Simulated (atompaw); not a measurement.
An all-electron radial function and its pseudo partner (N)

Columns: radius, all-electron u(r) and pseudo u(r) of the 2s shell (level -18.40 eV) of nitrogen in the configuration [He] 2s2 2p3; LDA (PW92), non-relativistic, PAW (atompaw) scheme, atompaw 4.2.0.5.

```csv
r (bohr),all-electron,pseudo
0.094,0.3779,-0.0361
0.188,0.3183,-0.0723
0.283,0.0994,-0.1088
0.377,-0.1488,-0.1450
0.471,-0.3749,-0.1811
0.565,-0.5592,-0.2170
0.660,-0.6991,-0.2531
0.754,-0.7948,-0.2883
0.848,-0.8539,-0.3226
0.942,-0.8833,-0.3558
1.037,-0.8892,-0.3877
1.131,-0.8774,-0.4172
1.225,-0.8527,-0.4439
1.319,-0.8190,-0.4671
1.413,-0.7792,-0.4863
1.508,-0.7352,-0.5006
1.602,-0.6899,-0.5092
1.696,-0.6440,-0.5116
1.790,-0.5986,-0.5073
1.885,-0.5539,-0.4961
1.979,-0.5114,-0.4783
2.073,-0.4709,-0.4547
2.167,-0.4325,-0.4263
2.262,-0.3961,-0.3946
2.356,-0.3625,-0.3623
2.450,-0.3311,-0.3311
```

**Question.** How many radial nodes do the two functions have?

**Answer.** The all-electron 2s function has n − l − 1 = 1; the pseudo-wave has 0, since the states of the same l below it are removed with the core.

**Question.** Where does each function peak?

**Answer.** Outermost all-electron maximum near 1.04 bohr, pseudo maximum near 1.70 bohr (to the table’s step).

**Question.** Is the pseudo-wave norm-conserving?

**Answer.** No, it belongs to a PAW set: the norm inside the radius is not constrained, and the difference is carried by the augmentation charge.
